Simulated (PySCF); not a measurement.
Which enantiomer?

Theory: PySCF, TDDFT CAM-B3LYP/def2-SVPD circular dichroism and optical rotation, one conformer, gas phase. Geometry: GFN2-xTB.

Values for one enantiomer of [C2H8FSSi2]+, R in 10⁻⁴⁰ esu² cm² (velocity form):
| λ (nm) | f | R |
| --- | --- | --- |
| 198 | 0.007 | -14.3 |
| 186 | 0.012 | +10.5 |
| 179 | 0.015 | +3.5 |
| 177 | 0.004 | -24.9 |
| 172 | 0.002 | +0.9 |
| 164 | 0.021 | +4.4 |
| 158 | 0.059 | +52.6 |
| 156 | 0.010 | -53.2 |
| 154 | 0.106 | -26.1 |
| 148 | 0.0009 | +1.8 |
| 145 | 0.098 | +85.1 |
| 142 | 0.096 | -28.4 |

[α] at 589.3 nm: -24 deg dm⁻¹ (g/mL)⁻¹ (origin-invariant length gauge).

**Question.** Which structure gives these signs?
A. C[S@@+]1[SiH2]C[Si@H]1F
B. C[S@+]1[SiH2]C[Si@@H]1F

**Answer.** B. Its CIP labels in SMILES order are R, R; the other enantiomer gives every sign reversed.

Geometry of C[S@+]1[SiH2]C[Si@@H]1F as run:
```xyz
14

C     2.150   -0.228   -0.159
S     0.809   -0.212    1.071
Si   -0.894   -1.436    0.090
C    -1.857    0.216   -0.138
Si   -0.546    1.498    0.381
F     0.213    2.022   -0.921
H     2.605   -1.213   -0.133
H     2.877    0.519    0.145
H     1.770   -0.003   -1.149
H    -1.314   -2.320    1.163
H    -0.265   -1.991   -1.100
H    -2.220    0.379   -1.155
H    -2.747    0.250    0.493
H    -0.582    2.517    1.392
```
